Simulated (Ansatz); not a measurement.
(1) Predict a relaxed structure of InMe2(acnac) (C7H14InNO), charge 0, singlet, at PBE-D4/def2-SVP (Ansatz).

Results:

(1) 
```csv
atom,x (Å),y (Å),z (Å)
In1,1.4839,-0.3384,-0.9635
C2,2.6487,1.4533,-1.3680
H3,2.0424,2.3399,-1.0970
H4,2.9226,1.5161,-2.4393
H5,3.5792,1.4571,-0.7654
C6,1.6052,-2.4398,-1.5121
H7,0.7229,-2.9679,-1.1006
H8,2.5263,-2.9040,-1.1060
H9,1.6118,-2.5534,-2.6144
O10,-0.5955,0.2296,-1.4207
C11,-1.5620,0.4293,-0.5979
C12,-2.8802,0.7914,-1.2511
C13,-1.5048,0.3427,0.8096
C14,-0.3838,0.0323,1.6258
C15,-0.5934,0.0278,3.1279
N16,0.8345,-0.2455,1.1727
H17,-3.6922,0.9790,-0.5248
H18,-2.7392,1.6918,-1.8838
H19,-3.1861,-0.0265,-1.9361
H20,-2.4422,0.5475,1.3435
H21,-1.6477,0.2072,3.4064
H22,0.0287,0.8143,3.6048
H23,-0.2792,-0.9452,3.5599
H24,1.4999,-0.4384,1.9303
```
 This is one stationary point.

In the def2 sets In takes a core potential; there is no spin–orbit coupling.
